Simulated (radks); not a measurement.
Spherical quantum dot in the effective-mass picture: electrons in a hard-walled sphere of radius 5.21, all in effective atomic units (hartree* = m*/eps^2 hartree, bohr* = eps/m* bohr), one dielectric constant everywhere. Method: non-relativistic Kohn-Sham, exchange-only LDA, spin-polarised, spherical densities; computed with a radial shooting solver with Libxc functionals. Levels are named by radial order and angular momentum (1s, 1p, 1d, 2s, ...), and open shells are averaged over m.

N = 16, configuration 1s2 1p6 1d(up 5, down 3). This is the lowest configuration that the search found. Occupied and some empty levels:

level,occupation,eigenvalue (hartree*),<r> (bohr*)
1s up,1,4.0466,3.537
1s down,1,4.0731,3.524
1p up,3,4.1408,3.661
1p down,3,4.1683,3.655
1d up,5,4.3054,3.771
1d down,3,4.3336,3.769
1f up,0,4.5317,3.866
1f down,0,4.5602,3.865
2s up,0,4.7289,2.342
2s down,0,4.7407,2.336
2p up,0,5.0397,2.737
2p down,0,5.0559,2.730

Energy (hartree*): total 37.0249, kinetic 9.1170, external 0, Hartree 31.871, exchange-correlation -3.9632.
